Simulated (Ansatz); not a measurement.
Compare A (`C[SiH2][SiH](F)[SiH3]`) with its isomer B (`C[Si](F)([SiH3])[SiH3]`).

Program: Ansatz. Geometries: PBE0-D4/def2-TZVP. ΔE: electronic, gas phase. CCSD(T)/CBS is the MP2 limit (def2-TZVPP, def2-QZVPP) plus CCSD(T) − MP2 in def2-TZVPP, frozen cores. Functionals use def2-TZVPP. B3LYP here is the variant with VWN-RPA as its local correlation; programs differ in this. One conformer a species, not always the lowest.

A:

```xyz
14

C     2.003   -1.759    0.500
Si    0.342   -0.931    0.768
Si   -0.023    0.831   -0.737
F     0.165    0.289   -2.249
Si   -2.157    1.778   -0.515
H     2.069   -2.165   -0.512
H     2.145   -2.580    1.207
H     2.818   -1.046    0.634
H     0.255   -0.344    2.137
H    -0.764   -1.919    0.632
H     1.003    1.894   -0.529
H    -2.283    2.309    0.871
H    -3.210    0.750   -0.728
H    -2.364    2.891   -1.479
```

B:

```xyz
14

C    -1.6021    0.0769   -1.0875
Si    0.1204   -0.3173   -0.4857
F     0.8441   -1.2349   -1.6035
Si    0.0558   -1.5309    1.5241
Si    1.3888    1.6408   -0.2164
H    -2.1241    0.6986   -0.3548
H    -1.5692    0.6215   -2.0342
H    -2.1830   -0.8368   -1.2340
H    -0.7390   -2.7811    1.3748
H     1.4270   -1.8828    1.9801
H    -0.5867   -0.6851    2.5689
H     1.4564    2.4185   -1.4844
H     2.7720    1.3245    0.2296
H     0.7396    2.4880    0.8229
```

Question: Which isomer does CCSD(T)/CBS put lower? Give the gap. (An estimate is asked.)

Answer: Computed: B, by 2.0 kcal/mol.

Question: Give E(B) − E(A) in kcal/mol with HF/def2-TZVPP, B3LYP-D4, B3LYP, CCSD(T)/def2-TZVPP, r2SCAN-D4, MP2/def2-TZVPP, PBE-D4. (Best estimate.)

Answer: The calculation gave: HF/def2-TZVPP -1.2, B3LYP-D4 -2.2, B3LYP -1.5, CCSD(T)/def2-TZVPP -2.1, r2SCAN-D4 -2.3, MP2/def2-TZVPP -2.1, PBE-D4 -2.3. None reverses the order clearly.

Largest T1 diagnostic: 0.013.

In def2-TZVPP, CCSD(T) changes the Hartree–Fock value by −0.9 kcal/mol (the triples alone add −0.2 kcal/mol) and MP2 by −0.9 kcal/mol.
